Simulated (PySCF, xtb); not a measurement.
C₂H₆FMgN, SMILES C[N](C)[Mg][F]. The values are those of a single conformer.

Harmonic wavenumbers (cm⁻¹) from GFN2-xTB run with xtb at its own minimum, in rising order: 46, 82, 182, 253, 255, 313, 383, 480, 582, 965, 1032, 1061, 1125, 1177, 1212, 1397, 1412, 1453, 1466, 1475, 1486, 2803, 2806, 2914, 2919, 2954, 2957.

What does PBE-D3(BJ)/def2-SVP (PySCF 2.14.0) give at its own minimum? (An estimate is asked for; the answer gives what the named calculation found.)

80, 112, 155, 204, 254, 287, 310, 499, 783, 989, 1054, 1070, 1113, 1198, 1234, 1382, 1385, 1387, 1408, 1431, 1449, 2846, 2854, 2879, 2894, 2994, 2995. Paired by order, the mean absolute difference is 39 cm⁻¹ and the zero-point energies are 50.3 and 50.4 kcal/mol.
